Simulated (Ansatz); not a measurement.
Isomers of C$_{2}$H$_{6}$InN, relaxed with PBE0-D4/def2-TZVP in Ansatz; electronic energies, one conformer each and not always the lowest. Functionals use def2-TZVPP; CBS adds triple-zeta CCSD(T) − MP2 to the MP2 limit of def2-TZVPP and def2-QZVPP.

Elements past krypton have def2 core potentials. Outer-core shells of In are correlated without core-valence functions. Spin–orbit coupling is left out.

Task: Order them by energy at frozen-core CCSD(T)/CBS, lowest first. (Best estimate.)
A. `N/C=[CH]\[InH2]`
B. `C[C](=N)[InH2]`
C. `C/C=[N]\[InH2]`
D. `CC#[N+][InH3-]`
E. `C=C[NH][InH2]`

Result: E (0.0 kJ/mol), D (8.6 kJ/mol), C (14.8 kJ/mol), A (33.5 kJ/mol), B (43.1 kJ/mol).

Task: How do MP2/CBS(def2), HF/CBS(def2), B2PLYP, PBE-D4 place them (kJ/mol, against `C=C[NH][InH2]`)? (An estimate is asked.)

Result: Ansatz gave: 
| isomer | MP2/CBS(def2) | HF/CBS(def2) | B2PLYP | PBE-D4 |
| --- | --- | --- | --- | --- |
| `C[C](=N)[InH2]` | 47.6 | 44.4 | 43.6 | 40.5 |
| `N/C=[CH]\[InH2]` | 30.5 | 33.2 | 30.9 | 25.1 |
| `C/C=[N]\[InH2]` | 17.9 | 10.3 | 11.0 | 11.9 |
| `CC#[N+][InH3-]` | 8.4 | -24.6 | 0.2 | 24.9 |
